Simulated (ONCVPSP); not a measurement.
Transferability test, ONCV potential for S

S, optimised norm-conserving Vanderbilt (ONCV), made with ONCVPSP 4.0.1 (PBEsol, scalar-relativistic). Core [Ne], reference 3s2 3p2 (charge +2). Waves: 3s: rc 1.40 bohr, ncon 3, nbas 6, qcut 5.8 1/bohr, 2 projectors, debl 3.9 Ha; 3p: rc 1.65 bohr, ncon 4, nbas 7, qcut 4.1 1/bohr, 2 projectors, debl 3.8 Ha. Local part: polynomial inside 1.35 bohr (lpopt 5, dvloc0 2 Ha). Core correction: polynomial model core, fcfact 0.35.

Energies are relative to the spin-unpolarised reference configuration 3s2 3p2; without spin polarisation the order of configurations can differ from experiment.

| valence configuration | charge | ΔE all-electron (eV) | error AE − PS (meV) |
| --- | --- | --- | --- |
| 3s2 3p3 | +1 | -22.241 | +6.5 |
| 3s2 3p1 | +3 | 34.000 | +8.5 |

**Question.** What are ΔE and the potential's error for 3s1 3p5?

**Answer.** ΔE = -23.695 eV all-electron; the error (AE − PS) is +12 meV.

**Question.** What are ΔE and the potential's error for 3s2 3p4?

**Answer.** ΔE = -33.974 eV all-electron; the error (AE − PS) is +14 meV.

Levels in the configuration 3s2 3p1:

```json
{"level": "3s", "all-electron (eV)": "-52.170", "pseudo (eV)": "-52.142"}
{"level": "3p", "all-electron (eV)": "-40.235", "pseudo (eV)": "-40.210"}
```
